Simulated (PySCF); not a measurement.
# Tin: a sound run and one with changed settings

Sound run: Sn⁺ [Kr] 4d10 5s2 5p1, Sn²⁺ [Kr] 4d10 5s2. Calculation: PySCF 2.14, in cc-pVTZ-PP with ECP28MDF (5s4p3d1f, 39 functions); scalar relativity through the core potential. The sound run starts from symmetry-adapted Hartree-Fock orbitals and uses a fine grid where one is needed.

Changed run: basis STO-3G, all-electron and non-relativistic. This setting is unsound on purpose.

```json
{"species": "Sn⁺", "method": "UHF", "sound run (hartree)": "-213.08826", "changed run (hartree)": "-5963.08043", "converged": "yes"}
{"species": "Sn⁺", "method": "MN15", "sound run (hartree)": "-213.52359", "changed run (hartree)": "-5961.31995", "converged": "yes"}
{"species": "Sn⁺", "method": "M06-2X", "sound run (hartree)": "-213.93058", "changed run (hartree)": "-5965.23236", "converged": "yes"}
{"species": "Sn²⁺", "method": "UHF", "sound run (hartree)": "-212.58327", "changed run (hartree)": "-5962.65016", "converged": "yes"}
{"species": "Sn²⁺", "method": "MN15", "sound run (hartree)": "-212.99905", "changed run (hartree)": "-5960.87348", "converged": "yes"}
{"species": "Sn²⁺", "method": "M06-2X", "sound run (hartree)": "-213.41133", "changed run (hartree)": "-5964.76708", "converged": "yes"}
```

Ionisation energy of Sn⁺:

```
method  sound run (eV)  changed run (eV)
   UHF          13.741            11.708
  MN15          14.273            12.149
M06-2X          14.130            12.661
```

A minimal basis cannot let orbitals breathe on ionisation and holds almost no correlation. The Hamiltonian changed with the basis, so the totals do not compare.

For comparison, NIST gives 14.633 eV between the lowest levels.
